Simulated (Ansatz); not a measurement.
Cost and result for the atomization energy of `CC[SiH](F)F` (11 atoms, 10 bonds).

```xyz
11

C    -0.580   -0.439   -1.219
C    -0.661    0.245    0.146
Si    0.936    0.274    1.071
F     1.459   -1.213    1.297
F     2.049    1.015    0.207
H    -1.549   -0.429   -1.723
H     0.138    0.061   -1.872
H    -0.267   -1.481   -1.123
H    -1.403   -0.249    0.784
H    -1.001    1.282    0.041
H     0.879    0.936    2.392
```

Total charge 0; spin multiplicity 1. Geometry: relaxed with PBE0-D4/def2-TZVP. It is one conformer, not always the lowest. Program: Ansatz. All runs use 4 threads of an Arm Neoverse V1 on a shared host. Times are those of one run each, without the atoms' runs, and a repeat can differ threefold. Electronic energies, without spin–orbit coupling; frozen cores. CCSD(T)/CBS adds CCSD(T) − MP2 in def2-TZVPP to the MP2 limit, and its time is that of the two runs behind it. T1 = 0.011. B3LYP takes the VWN-RPA correlation (the form of Gaussian; ORCA's B3LYP/G). HSE06 is the plane-wave form, built on full-range PBE exchange.

CCSD(T)/CBS is a level of theory with its own doubt, some kJ/mol a heavy atom from the limit and from the frozen cores, so smaller differences don't rank the functionals.

```tsv
level	functions	wall time
LDA (SPW92)/def2-TZVPP	250	1.3 s
HSE06-D4/def2-TZVPP	250	3.2 s
CAM-B3LYP-D4/def2-TZVPP	250	3.5 s
B3LYP-D4/def2-TZVPP (with forces)	250	4.6 s
r2SCANh-D4/def2-TZVPP	250	5.5 s
B2PLYP/def2-TZVPP	250	6 s
PBE-QIDH/def2-TZVPP	250	6 s
CCSD(T)/def2-SVP	104	6 s
ωB97X-V/def2-TZVPP	250	8 s
ωB97M-V/def2-TZVPP (with forces)	250	12 s
MP2/def2-QZVPP	478	23 s
CCSD(T)/def2-TZVPP	250	3.4 min
CCSD(T)/CBS(def2)	–	3.7 min
```

(1) What atomization energy does each give, and how far from CCSD(T)/CBS? (Best estimate.)

Results:

(1) The calculation gave: 
```json
{"level": "LDA (SPW92)/def2-TZVPP", "atomization (kJ/mol)": "4920.7", "difference from CCSD(T)/CBS": "543.2", "per bond": "54.3"}
{"level": "HSE06-D4/def2-TZVPP", "atomization (kJ/mol)": "4348.3", "difference from CCSD(T)/CBS": "-29.2", "per bond": "-2.9"}
{"level": "CAM-B3LYP-D4/def2-TZVPP", "atomization (kJ/mol)": "4385.2", "difference from CCSD(T)/CBS": "7.7", "per bond": "0.8"}
{"level": "B3LYP-D4/def2-TZVPP (with forces)", "atomization (kJ/mol)": "4351.1", "difference from CCSD(T)/CBS": "-26.4", "per bond": "-2.6"}
{"level": "r2SCANh-D4/def2-TZVPP", "atomization (kJ/mol)": "4346.3", "difference from CCSD(T)/CBS": "-31.2", "per bond": "-3.1"}
{"level": "B2PLYP/def2-TZVPP", "atomization (kJ/mol)": "4323.6", "difference from CCSD(T)/CBS": "-53.9", "per bond": "-5.4"}
{"level": "PBE-QIDH/def2-TZVPP", "atomization (kJ/mol)": "4338.5", "difference from CCSD(T)/CBS": "-39.0", "per bond": "-3.9"}
{"level": "CCSD(T)/def2-SVP", "atomization (kJ/mol)": "4118.8", "difference from CCSD(T)/CBS": "-258.7", "per bond": "-25.9"}
{"level": "ωB97X-V/def2-TZVPP", "atomization (kJ/mol)": "4371.6", "difference from CCSD(T)/CBS": "-5.9", "per bond": "-0.6"}
{"level": "ωB97M-V/def2-TZVPP (with forces)", "atomization (kJ/mol)": "4372.4", "difference from CCSD(T)/CBS": "-5.1", "per bond": "-0.5"}
{"level": "MP2/def2-QZVPP", "atomization (kJ/mol)": "4413.5", "difference from CCSD(T)/CBS": "36.0", "per bond": "3.6"}
{"level": "CCSD(T)/def2-TZVPP", "atomization (kJ/mol)": "4271.4", "difference from CCSD(T)/CBS": "-106.1", "per bond": "-10.6"}
{"level": "CCSD(T)/CBS(def2)", "atomization (kJ/mol)": "4377.5", "difference from CCSD(T)/CBS": "0.0", "per bond": "0.0"}
```

From PBE to PBE0 (25 % exact exchange), in def2-TZVPP and without D4, the atomization energy moves by −55.4 kJ/mol: exact exchange takes away binding that semilocal exchange gives to molecules. At CCSD(T), def2-SVP lies −258.7 kJ/mol from the extrapolated value and def2-TZVPP −106.1 kJ/mol: correlation converges slowly with the basis, and small sets miss more of it in the bonded molecule than in its fragments. In def2-TZVPP, CCSD(T) changes the Hartree–Fock value by +938.3 kJ/mol (the triples alone add +49.0 kJ/mol) and MP2 by +1016.2 kJ/mol; breaking electron pairs costs correlation energy, which Hartree–Fock lacks.
